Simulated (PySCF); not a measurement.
Acid–base and redox partners of [BH3]. Isolated molecules, 0 K electronic values unless said otherwise. Strings in code marks are SMILES.

Quantity: vertical ionisation energy (energy after one electron is removed minus that of the parent at the parent's geometry), in eV.

Case: `B`. Geometry of `B` (neutral, multiplicity 1, Å):

```xyz
4

B      0.0000     0.0000     0.0001
H     -0.8414    -0.8464     0.0012
H     -0.3122     1.1519     0.0005
H      1.1537    -0.3055    -0.0018
```

Task: Estimate the vertical ionisation energy (energy after one electron is removed minus that of the parent at the parent's geometry) that B3LYP/6-31G* // PBE0-D4/def2-TZVP (PySCF) returns for this input.

Result: 13.10 eV.
